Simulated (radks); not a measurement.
The numbers below are computed, except where a source is named.
Pm+, 60 electrons, occupied as [Xe] 4f2.5 6s1 6p2.5 (fractional occupations, a model configuration). Level of theory: Dirac Kohn-Sham, PBE, spin-unpolarised, spherical densities, finite nucleus; open shells are shared between the two j in proportion to 2j + 1; Fermi nuclear charge, rms radius 4.962 fm (a radial shooting solver on a logarithmic mesh with Libxc functionals).

X-ray form factor f0, the Fourier transform of the density (f0(0) = 60):

| sin(theta)/lambda (1/angstrom) | f0 (electrons) |
|---|---|
| 0.05 | 58.509 |
| 0.1 | 55.196 |
| 0.15 | 51.747 |
| 0.2 | 48.625 |
| 0.25 | 45.648 |
| 0.3 | 42.731 |
| 0.4 | 37.390 |
| 0.5 | 33.031 |
| 0.6 | 29.484 |
| 0.8 | 23.924 |
| 1 | 19.969 |
| 1.25 | 16.771 |
| 1.5 | 14.550 |
| 2 | 10.804 |
